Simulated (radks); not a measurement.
The holmium ion Ho+, configuration [Xe] 4f11 6s1 (the NIST ground configuration).

All-electron calculation, scalar-relativistic Kohn-Sham, r2SCAN, spin-unpolarised, spherical densities, finite nucleus; meta-GGA in the generalised Kohn-Sham scheme; Fermi nuclear charge, rms radius 5.2022 fm. Program: a radial shooting solver on a logarithmic mesh with Libxc functionals.

Energy parts (hartree):
part                       energy
total                 -12616.2053
kinetic                13642.5676
electron-nucleus      -30901.0411
Hartree                 4912.8107
exchange-correlation    -270.5425

Orbitals (lengths in bohr, moments of r in powers of bohr):
orbital,occ.,eigenvalue (hartree),<r>
1s,2,-2042.337,0.02074
2s,2,-342.6552,0.08807
2p,6,-303.4751,0.07807
3s,2,-77.02943,0.2295
3p,6,-64.99535,0.2286
3d,10,-49.71832,0.2079
4s,2,-15.57178,0.5191
4p,6,-11.59328,0.5501
4d,10,-6.19567,0.5968
5s,2,-2.14871,1.280
5p,6,-1.22711,1.512
4f,11,-0.34973,0.8469
6s,1,-0.32408,3.760
5d,0,-0.23881,2.760
6p,0,-0.19139,4.558

The highest occupied level is 6s at -8.819 eV. For comparison, the ionisation energy in NIST's Atomic Spectra Database is 11.78 eV (semi-empirical). In exact Kohn-Sham theory the highest level is minus the ionisation energy, but local and semilocal functionals leave it too shallow, through self-interaction and a potential that decays too fast; potentials with the right tail come closer. The electron density at the nucleus is 8.47e+05 e/bohr^3 (large components only). The density falls to 0.001 e/bohr^3 at r = 4.45 bohr.

Beside tabulated values, note that spin-unpolarised runs miss the spin-polarisation part of the exchange energy of open shells.
